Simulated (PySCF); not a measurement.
Job file and geometry (Å, from GFN2-xTB) of an NMR shielding run on `InChI=1S/C4H10ClFSi/c1-3-7(2,5)4-6/h3-4H2,1-2H3/t7-/m0/s1`, PySCF 2.14.0, density-fitted response routines, GIAO PBE0/pcSseg-1 NMR shielding, non-relativistic, gas phase; density fitting, a coarse starting grid and PySCF grid level 2 are the driver's defaults:

```
$ OMP_NUM_THREADS=1 python probes_run.py task.json out

{"job": {"kind": "nmr", "xc": "PBE0", "basis": "pcSseg-1"}, "charge": 0, "multiplicity": 1}
C      1.744776    -0.770215     0.773219
C      1.113337    -0.797641    -0.618777
Si    -0.583561     0.073729    -0.700111
C     -1.857387    -0.656889     0.507413
Cl    -1.285455    -0.009661    -2.615160
C     -0.376124     1.956802    -0.324593
F     -0.029432     2.155577     0.997905
H      2.723326    -1.245616     0.757510
H      1.865337     0.251426     1.122883
H      1.120766    -1.299846     1.488295
H      1.799767    -0.329207    -1.328388
H      1.007738    -1.836036    -0.940550
H     -1.587085    -0.432214     1.535176
H     -1.925004    -1.736816     0.408733
H     -2.849975    -0.250095     0.331384
H     -1.301827     2.515655    -0.485072
H      0.413805     2.423079    -0.919775
```

**Question.** Write the output of this run.

**Answer.** 
```
coarse grid: 14880 points
cycle   1  E = -1007.3040914120  dE =  4.222e-01  |g| = 6.046e-01  |ddm| = 3.524e+00
cycle   2  E = -1007.2706133013  dE =  3.348e-02  |g| = 7.639e-01  |ddm| = 1.043e+00
cycle   3  E = -1007.3811405867  dE = -1.105e-01  |g| = 8.227e-02  |ddm| = 5.874e-01
cycle   4  E = -1007.3822543135  dE = -1.114e-03  |g| = 2.935e-02  |ddm| = 7.524e-02
cycle   5  E = -1007.3824047921  dE = -1.505e-04  |g| = 5.386e-03  |ddm| = 2.115e-02
cycle   6  E = -1007.3824110451  dE = -6.253e-06  |g| = 1.841e-03  |ddm| = 6.937e-03
final grid: 133832 points
cycle   7  E = -1007.4290148125  dE = -4.171e-05  |g| = 1.033e-02  |ddm| = 2.411e-02
cycle   8  E = -1007.4290027048  dE =  1.211e-05  |g| = 1.282e-02  |ddm| = 1.694e-02
cycle   9  E = -1007.4290398274  dE = -3.712e-05  |g| = 9.820e-04  |ddm| = 9.379e-03
cycle  10  E = -1007.4290399544  dE = -1.270e-07  |g| = 3.250e-04  |ddm| = 8.779e-04
cycle  11  E = -1007.4290399711  dE = -1.668e-08  |g| = 5.915e-05  |ddm| = 2.346e-04
cycle  12  E = -1007.4290399718  dE = -6.689e-10  |g| = 2.071e-05  |ddm| = 7.653e-05
converged SCF energy = -1007.4290399718

GIAO shielding tensors (ppm)
atom      isotropic    diamagn.    paramagn.     s11        s22        s33       span
  0 C      177.882     248.050     -70.168    172.107    174.137    187.401     15.293
  1 C      169.996     253.447     -83.451    160.751    168.377    180.859     20.108
  2 Si     329.512     878.419    -548.907    292.465    330.512    365.559     73.094
  3 C      188.136     254.606     -66.470    183.509    186.133    194.766     11.257
  4 Cl     963.894    1148.635    -184.742    927.771    954.717   1009.193     81.423
  5 C      103.821     248.665    -144.844     56.595     82.335    172.533    115.938
  6 F      473.899     475.126      -1.227    422.385    494.058    505.254     82.869
  7 H       30.430      28.765       1.665     25.169     27.555     38.567     13.398
  8 H       30.541      31.240      -0.699     25.068     30.383     36.172     11.104
  9 H       30.884      31.436      -0.551     25.971     30.262     36.421     10.450
 10 H       30.598      31.480      -0.881     25.893     29.851     36.051     10.158
 11 H       30.653      31.336      -0.683     26.038     29.848     36.073     10.035
 12 H       30.984      31.970      -0.987     26.429     28.922     37.600     11.170
 13 H       31.331      30.595       0.737     27.153     28.697     38.143     10.989
 14 H       31.257      29.468       1.789     26.872     28.435     38.465     11.593
 15 H       26.873      28.960      -2.087     22.277     27.861     30.481      8.205
 16 H       26.771      29.752      -2.981     22.761     27.498     30.052      7.291
```

**Question.** Turn these shieldings into chemical shifts. Shifts are taken against calculated references (same method and geometry level): ¹³C (σ = 186.93 ppm), ²⁹Si (σ = 349.16 ppm), ¹H (σ = 31.72 ppm) vs TMS; HCl for ³⁵Cl (σ = 949.78 ppm); CFCl3 for ¹⁹F (σ = 170.95 ppm).

**Answer.** Averaging equivalent atoms: C 5: 83.1; C 1: 16.9; C 0: 9.0; C 3: -1.2; Si 2: 19.6; Cl 4: -14; F 6: -303.0; H 16: 4.95; H 15: 4.84; H 10: 1.12; H 7/8/9: 1.10; H 11: 1.06; H 12/13/14: 0.53 ppm. Unscaled 19F shifts against computed CFCl3 carry errors that often reach 10 to 50 ppm.

Size and cost of the density-fitted run: 183 basis functions, 30 s wall time on 1 thread of an Arm Neoverse V1, shared host; peak memory 0.83 GiB.
